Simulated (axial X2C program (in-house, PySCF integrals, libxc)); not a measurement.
## Spin–orbit effects along a row: molecules with Sc, PBE0

Calculated with an in-house relativistic program for diatomic molecules, spin-free (one-electron X2C) or two-component (2c: spin–orbit coupling with atomic mean-field Coulomb and Gaunt terms, which also bring small scalar terms), in Dyall basis sets with cores contracted in-house; open shells are unrestricted.

Basis sets: Al dyall-v3z, Cl dyall-av3z, Na dyall-cv3z, P dyall-v3z, S dyall-av3z, Sc dyall-cv3z.

```
molecule   spin-free state  Re (Å)  ωe (cm⁻¹)  De (eV)  2c state  Re 2c (Å)  ωe 2c (cm⁻¹)  De 2c (eV)
    NaSc    M_S = 1, Λ = 2   3.438      131.0     0.28     Ω = 1      3.438         131.0         n/a
    AlSc    M_S = 1, Λ = 0   2.698      282.9     1.28     Ω = 1      2.699         282.7        1.28
     ScP                 ?       ?          ?        ?         ?          ?             ?           ?
     ScS  M_S = 1/2, Λ = 0   2.122      588.3     4.99   Ω = 1/2      2.122         588.2        4.99
    ScCl    M_S = 1, Λ = 2   2.309      402.1     4.61     Ω = 1      2.310         402.0        4.61
```

(1) Estimate the 2c Re and ωe of ScP as the mean of its neighbours in the table.

Each entry is the lowest single determinant of a limited PBE0 search at one distance. De goes to single-determinant-based atoms at the same level (for ions the charge split of lowest energy) and is withheld (n/a) where an atom does not fit its ground term or J level. Main or longest-lived isotopes. One determinant is a doubtful description, or other states lie close, for NaSc, AlSc, ScP, ScCl; these need not be ground states, and all values refer to the states named. Some open-shell Ω = 0 determinants are out of reach, so the Ω given for AlSc need not be the lowest component. With several unpaired electrons the Ω given is that of one determinant, not necessarily of the lowest component. Some light 2c atoms are not at their ground J level, so De misses part of their lowering (0.04 eV or less). The functionals have no current term, which raises determinants with orbital currents. Where the atoms have a lower orbital projection than the molecule, De at mean-field level may be about a tenth of an eV too small.

Results:

(1) Re ≈ 2.410 Å, ωe ≈ 435.5 cm⁻¹. The PBE0 runs give the row below, so the estimate misses by 0.254 Å and -121.0 cm⁻¹.

```json
{"molecule": "ScP", "spin-free state": "M_S = 0, Λ = 0", "Re (Å)": "2.156", "ωe (cm⁻¹)": "556.6", "De (eV)": "2.75", "2c state": "Ω = 0", "Re 2c (Å)": "2.156", "ωe 2c (cm⁻¹)": "556.5", "De 2c (eV)": "2.75"}
```
